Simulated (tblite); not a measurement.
A geometry optimisation, step by step.

C5H9BS2Si.
Numbering: `[SiH3:1][S:2][CH2:3][BH:4][c:5]1[cH:6][cH:7][cH:8][s:9]1` (hydrogens: H10, H11, H12 on Si1; H13, H14 on C3; H15 on B4; H16 on C6; H17 on C7; H18 on C8)

Computed with GFN2-xTB (tblite), gas phase: L-BFGS steps from a force-field or distance-geometry start until the largest atomic force falls under 0.01 eV/Å. 7 of its 129 geometries are shown.

Step 0: E = -672.5719 eV, largest atomic force 3.884 eV/Å
```
atom  x, y, z in Å  |  force x, y, z in eV/Å
Si1    -3.967   -0.491    0.132   -1.059  -0.172   0.112
S2     -2.677    0.784   -0.985   -0.570   0.721  -0.455
C3     -1.041    0.053   -1.316    0.398  -0.556  -1.052
B4     -0.280   -0.096    0.021    1.215  -1.124   0.493
C5      1.264   -0.381    0.061   -0.289  -0.565  -1.533
C6      2.104   -0.073    1.070   -2.174   1.325   2.363
C7      3.410   -0.384    0.918    3.707  -0.091   1.155
C8      3.784   -0.986   -0.240   -1.045  -0.004  -0.354
S9      2.330   -1.165   -1.219   -0.168   0.533   0.760
H10    -5.025    0.384    0.744    0.652  -0.249  -0.472
H11    -4.651   -1.458   -0.779    0.385   0.321   0.271
H12    -3.356   -1.199    1.241    0.271  -0.075  -0.041
H13    -1.169   -0.936   -1.837   -0.015   0.709   0.418
H14    -0.513    0.697   -2.076   -0.707  -0.396   0.721
H15    -0.906   -0.228    1.032    0.514   0.336  -0.361
H16     1.724    0.425    2.007    0.410  -0.573  -1.097
H17     4.169   -0.166    1.711   -0.717  -0.182  -0.742
H18     4.793   -1.304   -0.500   -0.808   0.041  -0.184
```

Step 21: E = -673.2605 eV, largest atomic force 0.203 eV/Å
```
atom  x, y, z in Å  |  force x, y, z in eV/Å
Si1    -3.915   -0.490    0.058    0.057   0.080  -0.042
S2     -2.682    0.861   -1.044    0.015  -0.047  -0.062
C3     -1.089   -0.053   -1.239   -0.016   0.021  -0.037
B4     -0.267   -0.188    0.092   -0.003   0.079   0.036
C5      1.240   -0.406    0.105    0.049   0.060   0.086
C6      2.063   -0.092    1.166    0.125  -0.125   0.099
C7      3.419   -0.374    0.952    0.107  -0.043  -0.018
C8      3.649   -0.924   -0.273   -0.033   0.033  -0.082
S9      2.215   -1.046   -1.200   -0.059  -0.042   0.034
H10    -4.910    0.424    0.582   -0.082  -0.036   0.072
H11    -4.500   -1.511   -0.806    0.029   0.004  -0.063
H12    -3.088   -1.139    1.064   -0.013  -0.013   0.058
H13    -1.323   -0.996   -1.737    0.063   0.035   0.028
H14    -0.530    0.559   -1.950   -0.058  -0.077  -0.113
H15    -0.780   -0.012    1.129   -0.026   0.017   0.048
H16     1.709    0.328    2.090   -0.120   0.004  -0.046
H17     4.197   -0.199    1.671    0.018   0.016   0.062
H18     4.585   -1.266   -0.672   -0.053   0.032  -0.058
```

Step 43: E = -673.3201 eV, largest atomic force 0.097 eV/Å
```
atom  x, y, z in Å  |  force x, y, z in eV/Å
Si1    -3.880   -0.485   -0.014   -0.020  -0.025   0.027
S2     -2.670    0.847   -1.156   -0.034   0.032   0.029
C3     -1.083   -0.084   -1.182    0.067   0.001   0.039
B4     -0.283   -0.037    0.178    0.033   0.020  -0.020
C5      1.210   -0.351    0.205   -0.033   0.061  -0.023
C6      2.093   -0.163    1.249   -0.053   0.038  -0.013
C7      3.431   -0.442    0.937   -0.005  -0.029   0.045
C8      3.581   -0.870   -0.348   -0.002  -0.030  -0.005
S9      2.102   -0.911   -1.196   -0.097   0.003   0.002
H10    -4.941    0.344    0.527   -0.034  -0.003  -0.041
H11    -4.353   -1.527   -0.925   -0.016  -0.019   0.053
H12    -3.064   -1.077    1.042   -0.022   0.001  -0.047
H13    -1.311   -1.103   -1.502   -0.004  -0.022   0.025
H14    -0.527    0.371   -2.002    0.057   0.008  -0.019
H15    -0.815    0.289    1.171    0.077  -0.028  -0.031
H16     1.773    0.187    2.215   -0.015  -0.005  -0.015
H17     4.247   -0.333    1.627    0.034  -0.019   0.039
H18     4.482   -1.179   -0.839    0.066   0.016  -0.044
```

Step 64: E = -673.3361 eV, largest atomic force 0.032 eV/Å
```
atom  x, y, z in Å  |  force x, y, z in eV/Å
Si1    -3.933   -0.517   -0.043    0.004   0.007  -0.001
S2     -2.691    0.808   -1.163   -0.005   0.006   0.013
C3     -1.075   -0.080   -1.136   -0.023   0.002  -0.005
B4     -0.247    0.074    0.196    0.000   0.011  -0.013
C5      1.243   -0.243    0.195    0.006  -0.008   0.012
C6      2.126   -0.164    1.252    0.011  -0.002   0.006
C7      3.447   -0.512    0.936    0.007   0.013  -0.014
C8      3.586   -0.862   -0.375   -0.006  -0.010  -0.005
S9      2.110   -0.774   -1.230    0.007   0.014  -0.002
H10    -5.040    0.317    0.390    0.006  -0.022  -0.009
H11    -4.364   -1.611   -0.914    0.023   0.009   0.020
H12    -3.147   -1.054    1.063   -0.016   0.014  -0.005
H13    -1.286   -1.129   -1.356    0.005   0.000  -0.015
H14    -0.540    0.314   -2.002    0.004  -0.014   0.005
H15    -0.751    0.429    1.191    0.002  -0.009  -0.004
H16     1.813    0.146    2.233   -0.006  -0.002   0.012
H17     4.261   -0.500    1.639   -0.010  -0.002  -0.002
H18     4.478   -1.165   -0.887   -0.007  -0.007   0.008
```

Step 85: E = -673.3421 eV, largest atomic force 0.040 eV/Å
```
atom  x, y, z in Å  |  force x, y, z in eV/Å
Si1    -3.909   -0.511   -0.025   -0.017  -0.001  -0.006
S2     -2.690    0.850   -1.124   -0.005   0.002  -0.015
C3     -1.090   -0.067   -1.136    0.009  -0.007  -0.009
B4     -0.245    0.089    0.184    0.002  -0.001  -0.001
C5      1.250   -0.201    0.180    0.000  -0.017  -0.001
C6      2.125   -0.171    1.246   -0.009  -0.001  -0.006
C7      3.440   -0.543    0.932   -0.007   0.000   0.000
C8      3.583   -0.861   -0.387   -0.004   0.004  -0.003
S9      2.120   -0.702   -1.254   -0.005  -0.017  -0.009
H10    -5.121    0.240    0.250    0.021  -0.009   0.001
H11    -4.156   -1.679   -0.870    0.018   0.001   0.030
H12    -3.187   -0.917    1.177   -0.037   0.005  -0.015
H13    -1.328   -1.115   -1.337    0.008   0.018   0.001
H14    -0.567    0.302   -2.019    0.001   0.007   0.010
H15    -0.756    0.405    1.189    0.010   0.011   0.019
H16     1.810    0.119    2.233   -0.003  -0.009   0.008
H17     4.243   -0.579    1.646    0.004   0.004  -0.007
H18     4.469   -1.182   -0.898    0.012   0.010   0.003
```

Step 107: E = -673.3493 eV, largest atomic force 0.032 eV/Å
```
atom  x, y, z in Å  |  force x, y, z in eV/Å
Si1    -3.904   -0.505   -0.001   -0.006  -0.009   0.008
S2     -2.706    0.863   -1.109    0.004   0.002  -0.027
C3     -1.092   -0.027   -1.133   -0.007   0.009   0.008
B4     -0.243    0.096    0.187   -0.001  -0.003   0.003
C5      1.242   -0.239    0.172    0.006  -0.003   0.006
C6      2.115   -0.228    1.239    0.008  -0.001   0.008
C7      3.435   -0.573    0.917    0.000  -0.015  -0.003
C8      3.582   -0.856   -0.409   -0.002  -0.007  -0.007
S9      2.115   -0.705   -1.272    0.008   0.011  -0.002
H10    -5.212    0.123    0.021    0.002  -0.002  -0.001
H11    -3.893   -1.779   -0.719   -0.005  -0.004   0.009
H12    -3.343   -0.696    1.333   -0.001   0.002  -0.001
H13    -1.309   -1.072   -1.363   -0.010   0.000  -0.015
H14    -0.573    0.377   -2.003    0.012   0.005  -0.005
H15    -0.732    0.432    1.196   -0.006  -0.007   0.003
H16     1.791    0.023    2.233    0.011   0.021   0.022
H17     4.242   -0.610    1.627   -0.004   0.000   0.001
H18     4.476   -1.147   -0.925   -0.007   0.003  -0.008
```

Step 128: E = -673.3513 eV, largest atomic force 0.009 eV/Å
```
atom  x, y, z in Å  |  force x, y, z in eV/Å
Si1    -3.896   -0.503    0.008   -0.004   0.001   0.008
S2     -2.712    0.847   -1.139   -0.005   0.000   0.000
C3     -1.082   -0.010   -1.141    0.004  -0.002  -0.007
B4     -0.256    0.082    0.197    0.001   0.000  -0.002
C5      1.232   -0.243    0.184    0.003  -0.001   0.001
C6      2.114   -0.236    1.245   -0.001   0.000  -0.002
C7      3.431   -0.582    0.910   -0.003  -0.002  -0.001
C8      3.568   -0.859   -0.418   -0.001   0.001   0.001
S9      2.096   -0.699   -1.270    0.000   0.002   0.002
H10    -5.225    0.079   -0.048    0.009  -0.002  -0.002
H11    -3.821   -1.815   -0.631    0.000  -0.001   0.001
H12    -3.380   -0.595    1.370    0.000  -0.001  -0.003
H13    -1.274   -1.051   -1.414    0.002   0.007   0.002
H14    -0.548    0.432   -1.984   -0.001  -0.003   0.000
H15    -0.760    0.385    1.209   -0.001   0.003   0.002
H16     1.803    0.019    2.243    0.002  -0.003  -0.002
H17     4.243   -0.625    1.614   -0.005   0.001  -0.002
H18     4.457   -1.148   -0.945   -0.001  -0.001   0.003
```

Question: Summarise the path.

Answer: The energy falls by 0.7794 eV from step 0 to step 128; nine tenths of that is first reached at step 24. It falls at every step. The largest force goes from 3.884 to 0.009 eV/Å. Among the bonds C5–S9 changes most, from 1.841 to 1.751 Å; the atoms move by 0.479 Å rms after alignment.

Question: Follow the three bonds and two angles with the largest change from start to end.

Answer: 
| step | E above end (eV) | largest force (eV/Å) | C5–S9 (Å) | C8–S9 (Å) | Si1–H10 (Å) | Si1–S2–C3 (°) | S9–C8–H18 (°) |
| --- | --- | --- | --- | --- | --- | --- | --- |
| 0 | 0.7794 | 3.884 | 1.841 | 1.762 | 1.503 | 113.5 | 127.0 |
| 6 | 0.1992 | 0.308 | 1.748 | 1.713 | 1.458 | 110.5 | 121.2 |
| 11 | 0.1507 | 0.152 | 1.744 | 1.713 | 1.451 | 109.9 | 118.6 |
| 17 | 0.1172 | 0.221 | 1.750 | 1.714 | 1.455 | 107.0 | 120.7 |
| 22 | 0.0860 | 0.180 | 1.751 | 1.710 | 1.452 | 103.3 | 120.3 |
| 28 | 0.0549 | 0.166 | 1.747 | 1.714 | 1.448 | 100.9 | 119.7 |
| 33 | 0.0442 | 0.098 | 1.749 | 1.706 | 1.453 | 100.5 | 119.1 |
| 39 | 0.0374 | 0.108 | 1.748 | 1.711 | 1.450 | 100.2 | 120.2 |
| 45 | 0.0282 | 0.101 | 1.752 | 1.709 | 1.452 | 100.9 | 119.5 |
| 50 | 0.0209 | 0.081 | 1.751 | 1.708 | 1.452 | 101.6 | 119.6 |
| 56 | 0.0172 | 0.073 | 1.750 | 1.708 | 1.452 | 101.7 | 119.7 |
| 61 | 0.0158 | 0.026 | 1.751 | 1.708 | 1.451 | 101.8 | 119.6 |
| 67 | 0.0148 | 0.037 | 1.751 | 1.708 | 1.451 | 101.6 | 119.6 |
| 72 | 0.0139 | 0.040 | 1.751 | 1.709 | 1.452 | 101.1 | 119.8 |
| 78 | 0.0120 | 0.044 | 1.751 | 1.708 | 1.451 | 101.2 | 119.7 |
| 83 | 0.0096 | 0.044 | 1.750 | 1.708 | 1.450 | 100.5 | 119.6 |
| 89 | 0.0076 | 0.044 | 1.751 | 1.708 | 1.450 | 100.2 | 119.6 |
| 95 | 0.0059 | 0.042 | 1.750 | 1.708 | 1.451 | 100.3 | 119.8 |
| 100 | 0.0038 | 0.037 | 1.750 | 1.709 | 1.451 | 100.6 | 119.7 |
| 106 | 0.0022 | 0.031 | 1.750 | 1.708 | 1.451 | 100.9 | 119.7 |
| 111 | 0.0015 | 0.034 | 1.751 | 1.708 | 1.451 | 101.1 | 119.8 |
| 117 | 0.0009 | 0.019 | 1.751 | 1.709 | 1.451 | 101.0 | 119.7 |
| 122 | 0.0004 | 0.025 | 1.751 | 1.708 | 1.451 | 101.4 | 119.7 |
| 128 | 0.0000 | 0.009 | 1.751 | 1.708 | 1.451 | 101.4 | 119.6 |

What follows is the cost of the whole relaxation. The run took 2.2 s on Arm Neoverse N1, one thread, shared host with 64 logical CPUs at a one-minute load of 59.
